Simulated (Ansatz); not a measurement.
CH₇GaOSi, relaxed with RKS PBE0-D4/def2-TZVP in Ansatz 0.2.0 from a PBE-D4/def2-SVP geometry. The force threshold is 0.005 eV/Å; the program also tests the step.

The species carries charge 0 and has multiplicity 1. The bonds changed during the relaxation, so this is another structure than the one it started from.

Start:

```xyz
11

C    -0.564    2.284    0.236
Ga    0.905    1.239    1.286
Si    0.582   -2.204   -0.216
O     0.075   -0.585   -0.011
H    -0.385    2.239   -0.864
H    -0.602    3.360    0.512
H    -1.580    1.865    0.429
H     1.123   -2.414   -1.604
H     1.649   -2.395    0.813
H    -0.570   -3.143    0.012
H    -0.633   -0.246   -0.592
```

```csv
step,energy (eV),largest force (eV/Å),largest move (Å)
1,-63442.0675,0.964,0.000
2,-63442.1124,0.542,0.029
3,-63442.1226,0.102,0.018
4,-63442.1234,0.043,0.016
5,-63442.1238,0.027,0.011
6,-63442.1240,0.010,0.015
7,-63442.1240,0.002,0.007
8,-63442.1240,0.005,0.014
9,-63442.1241,0.006,0.010
10,-63442.1241,0.003,0.006
11,-63442.1241,0.007,0.009
12,-63442.1241,0.004,0.006
13,-63442.1241,0.003,0.005
```

End:

```xyz
11

C    -0.567    2.273    0.247
Ga    0.902    1.274    1.290
Si    0.574   -2.187   -0.215
O     0.106   -0.594   -0.077
H    -0.375    2.249   -0.835
H    -0.631    3.327    0.539
H    -1.555    1.828    0.425
H     1.094   -2.455   -1.580
H     1.631   -2.371    0.801
H    -0.581   -3.084    0.046
H    -0.598   -0.260   -0.640
```

It took 43 s on 4 threads of an Arm Neoverse V1 on a shared host, with 0.52 GiB of host memory at the peak.
